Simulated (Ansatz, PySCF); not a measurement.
Process, species as SMILES: c1ccsc1 [thiophene] -> [c]1ccsc1 + H atom (the C-H bond at the site shown breaks; other sites are not compared here)
Structures are relaxed separately at B3LYP-D3(BJ)/def2-TZVP in Ansatz (a first-principles code). Unstable Hartree-Fock reference: c1ccsc1. Markedly spin-contaminated UHF reference, which strains HF, MP2 and, less, CCSD(T): [c]1ccsc1.

Quantity: bond dissociation energy (enthalpy at 298 K, with B3LYP-D3(BJ) rigid-rotor harmonic-oscillator terms from PySCF), in kJ/mol. Correlated levels leave the core frozen unless marked. UHF or UKS for open shells. No spin-orbit coupling. No relativistic terms. 

```tsv
level	program	bond dissociation energy (kJ/mol)
revPBE-D3(BJ)/def2-TZVPD	Ansatz + dftd3	459.9
B2PLYP-D4/def2-TZVPD	Ansatz + dftd4	477.6
SCS-MP2/STO-3G	Ansatz	622.5
CCSD/STO-3G	Ansatz	528.9
CCSD/cc-pV(D+d)Z	Ansatz	466.6
CCSD(T)/cc-pV(T+d)Z	Ansatz	482.9
```
